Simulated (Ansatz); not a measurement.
PPAsSb tetrahedron (SbAsP2). Total charge 0; triplet. Geometry r2SCAN-D4/def2-SVP, that of the neutral singlet; atoms count from 1.

Cartesian coordinates in Å:
```
P 1.098 0.768 -0.447
P -0.930 0.064 -1.061
As -0.601 0.721 1.160
Sb 0.433 -1.552 0.349
```

In the def2 sets Sb takes a core potential; there is no spin–orbit coupling. At PBE0-D4/def2-TZVP a singlet of charge 0 lies 3.28 eV below the triplet at the same geometry.

**Question.** Estimate the Mulliken populations from the PBE0/def2-TZVP orbitals of Ansatz.

**Answer.** 
```csv
atom,charge (e),spin (α − β)
P1,-0.11,0.21
P2,-0.09,0.77
As3,0.03,0.01
Sb4,0.18,1.01
```
Mulliken values and Mayer orders depend strongly on the basis.

**Question.** Where does the spin sit?

**Answer.** Summed by element: P 0.98, As 0.01, Sb 1.01, of 2 unpaired in all. Largest on single atoms: Sb4 1.01, P2 0.77, P1 0.21.

**Question.** And the Mayer bond orders between bonded heavy atoms (over 0.3)?

**Answer.** P1–P2 1.17 (2.23 Å); P1–As3 1.03 (2.34 Å); P1–Sb4 0.83 (2.54 Å); P2–As3 1.06 (2.34 Å); P2–Sb4 0.38 (2.54 Å); As3–Sb4 0.97 (2.63 Å).
